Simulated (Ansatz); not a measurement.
BFGaH$_{6}$NSi, SMILES `N[SiH]([GaH2])BF`. The species carries charge 0 and has multiplicity 1. The structure was optimised at the PBE0-D4/def2-TZVP level. It is one conformer, not always the lowest.

```xyz
11

N    -0.721   -1.168   -1.212
Si   -0.277    0.265   -0.358
Ga   -0.609   -0.038    2.014
B     1.642    0.802   -0.668
F     2.496    0.017   -1.309
H    -1.552   -1.677   -0.963
H    -0.519   -1.261   -2.194
H    -1.074    1.502   -0.682
H    -1.443   -1.262    2.555
H    -0.031    0.980    3.064
H     2.086    1.840   -0.247
```

Task: What is the dipole moment at r2SCAN/def2-TZVPP? (Estimate.)

Result: The calculation gave: 1.52 D, with components (-1.24, -0.44, -0.76) D in this frame, pointing from negative to positive charge.

Task: And with PBE, B3LYP, ωB97M-V? (An estimate is asked.)

Result: Computed: PBE 1.50 D, B3LYP 1.49 D, ωB97M-V 1.47 D.

Task: Give the Mulliken charges with r2SCAN, ωB97M-V, B3LYP in def2-TZVPP. (An estimate is asked.)

Result: Ansatz gave: 
| atom | r2SCAN | ωB97M-V | B3LYP |
| --- | --- | --- | --- |
| N1 | -0.46 | -0.36 | -0.40 |
| Si2 | 0.22 | 0.13 | 0.19 |
| Ga3 | 0.17 | 0.09 | 0.12 |
| B4 | 0.28 | 0.21 | 0.27 |
| F5 | -0.23 | -0.21 | -0.21 |
| H6 | 0.16 | 0.12 | 0.14 |
| H7 | 0.15 | 0.11 | 0.13 |
| H8 | -0.11 | -0.06 | -0.12 |
| H9 | -0.07 | -0.03 | -0.06 |
| H10 | -0.06 | -0.02 | -0.05 |
| H11 | -0.04 | 0.03 | -0.01 |

B3LYP here is the variant with VWN-RPA as its local correlation; programs differ in this.
